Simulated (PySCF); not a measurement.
# C₆H₅NO₂Si: full NMR table

* Formula: C6H5NO2Si
* SMILES: O=CC#CC#C[SiH2]NC=O
* InChI: InChI=1S/C6H5NO2Si/c8-4-2-1-3-5-10-7-6-9/h4,6H,10H2,(H,7,9)
* Point group of the computed structure: Cs
* Degrees of unsaturation: 6
* Carbon signals: 6
* Proton signals: 4

Structure with atom numbers: `[O:1]=[CH:2][C:3]#[C:4][C:5]#[C:6][SiH2:7][NH:8][CH:9]=[O:10]`. Each H is labelled by its parent atom.

- GFN2-xTB structure
- σ from GIAO-PBE0/pcSseg-1
- program: PySCF 2.14.0 with density-fitted response routines
- isolated molecule, a single conformation, rapidly exchanging positions averaged, non-relativistic Hamiltonian

Referencing at the same level of theory: TMS for $^{1}$H, $^{13}$C, $^{29}$Si; $^{15}$N against NH3; H2O for $^{17}$O.

| carbon | δC, type | δH (multiplicity) | HMBC from (2–3 bonds) | span of the C tensor (ppm) |
| --- | --- | --- | --- | --- |
| C2 | 180.8, CH | 9.58 (s) | – | 191 |
| C3 | 76.1, C | – | H(C2) | 279 |
| C4 | 88.2, C | – | H(C2) | 166 |
| C5 | 97.2, C | – | H(Si7) | 268 |
| C6 | 103.9, C | – | H(Si7) | 257 |
| C9 | 169.5, CH | 8.45 (s) | H(Si7) | 169 |

Other nuclei:
```
 atoms    nucleus                           environment  δ (ppm)  σ (ppm)
H(Si7)    $^{1}$H  hydrogen on a silicon bonded to C, N     5.21    26.50
 H(N8)    $^{1}$H    hydrogen on an amide-type nitrogen     4.64    27.07
   Si7  $^{29}$Si           silicon bonded to C, N, 2 H    -69.3    418.4
    N8   $^{15}$N                   amide-type nitrogen    126.3    141.4
    O1   $^{17}$O                       aldehyde oxygen    771.7   -435.6
   O10   $^{17}$O            amide-type carbonyl oxygen    447.3   -111.2
```

1. Carbon types of the structure: 4 × C, 2 × CH, leaving 3 H on heteroatoms.
2. δC 180.8: aldehyde carbonyl carbon; low-lying n→π* states of the double bond to the heteroatom give a large paramagnetic term (-244 ppm).
3. δC 169.5: amide carbonyl carbon; lone-pair donation from the attached heteroatom keeps it upfield of a ketone carbonyl.
4. δC 103.9, 97.2, 88.2, 76.1: alkyne carbon; sp carbons lie upfield of alkene carbons because the cylindrical π system leaves one tensor component strongly shielded.
5. δH 9.58: hydrogen on an aldehyde carbonyl carbon; the formyl region, downfield of aromatic protons.
6. δH 4.64: hydrogen on an amide-type nitrogen; labile proton, position sensitive to the medium.

OH/NH shifts are gas-phase values; hydrogen bonding in solution moves them, usually downfield. Shifts are as computed. Against solution values, carbons near 30 ppm lie about +3 ppm off and those near 130 ppm about +5 ppm. Of 1309 compounds with measured shifts, 239 miss one by over three times the rms of a fit or turn the order of signals round; such compounds aren't used in these exercises. Hydrogen bonding in solution shields acid and N–H amide carbonyl oxygens by tens of ppm. Hydrogen bonding in solution deshields acid and N–H amide carbonyl carbons by as much as 10 ppm beyond these values. Unscaled 17O shifts of doubly bonded oxygen tend to come out too high, by tens of ppm or more. Experimental scales use liquid or dissolved standards, which lie at an offset from isolated NH3 (liquid NH3: subtract about 20 ppm) and H2O (liquid H2O: subtract about 36 ppm). No couplings were computed; multiplicities are counted from neighbouring protons, with m where these are inequivalent, close in shift, in a saturated or five-membered ring or joined by F or P, and br s for small geminal =CH2 splittings.
